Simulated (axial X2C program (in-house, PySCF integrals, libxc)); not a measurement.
ReBr⁺: the levels of the configuration d5 s0 p(π)0

Computed with an in-house all-electron X2C program for linear molecules (integrals from PySCF): two-component X2C with atomic mean-field Coulomb and Gaunt terms, basis Re dyall-v3z, Br dyall-v3z (cores contracted in-house). Orbitals come from Hartree–Fock averaged over the configuration Re d5 s0 p(π)0; CI then distributes these electrons over the d, s, p(π) shells of Re.

R = 2.347 Å (near the minimum of the configuration average).

Active spinors (ω > 0):

```
shell    ω  ε (eV)                    character
    d  3/2  -11.72                     99% Re d
    d  1/2  -11.41  79% Re d, 12% Re s, 7% Br p
    d  5/2  -11.01                    100% Re d
    d  1/2  -10.80  74% Re d, 19% Re s, 4% Br p
    d  3/2  -10.70            90% Re d, 6% Br p
    s  1/2   -1.38            84% Re s, 9% Re p
 p(π)  1/2   -3.47                     90% Re p
 p(π)  3/2   -3.23                     91% Re p
```

Lowest levels of this model:

| Ω | energy (cm⁻¹) | g∥ | configuration |
| --- | --- | --- | --- |
| 1/2 | 0 | 1.98 | 100% d5 |
| 3/2 | 72 | 5.95 | 100% d5 |
| 5/2 | 165 | 9.91 | 100% d5 |
| 5/2 | 16167 | 6.53 | 100% d5 |
| 1/2 | 16362 | 0.29 | 100% d5 |
| 3/2 | 16701 | 2.62 | 100% d5 |
| 7/2 | 17531 | 9.73 | 100% d5 |
| 1/2 | 17716 | 1.42 | 100% d5 |
| 3/2 | 18064 | 5.47 | 100% d5 |
| 5/2 | 18181 | 7.34 | 100% d5 |
| 3/2 | 18575 | 3.98 | 100% d5 |
| 1/2 | 18674 | 3.34 | 100% d5 |
| 7/2 | 20299 | 8.93 | 100% d5 |
| 5/2 | 20520 | 5.77 | 100% d5 |
| 9/2 | 20701 | 11.84 | 100% d5 |
| 7/2 | 21908 | 9.02 | 100% d5 |
| 9/2 | 23336 | 9.97 | 100% d5 |
| 7/2 | 23439 | 6.24 | 100% d5 |
| 11/2 | 23551 | 13.80 | 100% d5 |

g∥ is the magnitude of 2⟨Lz + ge Sz⟩ for the +Ω component.

Problem. From Ω and g∥ of the lowest level, whose 2⟨Lz + ge Sz⟩ is positive, find ⟨Sz⟩ and ⟨Lz⟩ (ge = 2.0023).

Solution. Ω = ⟨Lz⟩ + ⟨Sz⟩ = 1/2 and ⟨Lz⟩ + ge⟨Sz⟩ = 0.990, so ⟨Sz⟩ = 0.49 and ⟨Lz⟩ = 0.01.

Occupations of the active spinors in the lowest level by ω, shell by shell in order of energy: -5/2: 0.29; -3/2: 0.69 0.34 0.00; -1/2: 0.60 0.47 0.00 0.00; 1/2: 0.57 0.51 0.00 0.00; 3/2: 0.54 0.50 0.00; 5/2: 0.48. The leading determinant has weight 0.12 among 649.

This point took 2.4 s on 1 thread of Arm Neoverse V2, on a shared host.

There is no dynamic correlation: spin–orbit spacings and, for f shells, spacings inside one term are the most reliable numbers, splittings between terms come out too wide, and energies between configurations are not reliable, so the lowest level need not be the ground state of the molecule. For d shells the ligand-field splittings (σ, π, δ) and their order can be off by a thousand cm⁻¹ or more. At most 4 roots were kept for each Ω > 0 (twice that for Ω = 0) within 3.2 eV of the lowest, so higher up levels can be missing between those listed; levels with Ω > 0 are doubly degenerate and listed once, Ω = 0 levels singly. Some active spinors are only partly of the character that their shell is named for, so the shell names and counts are nominal. States that fill the shells left empty in the average are placed too high.
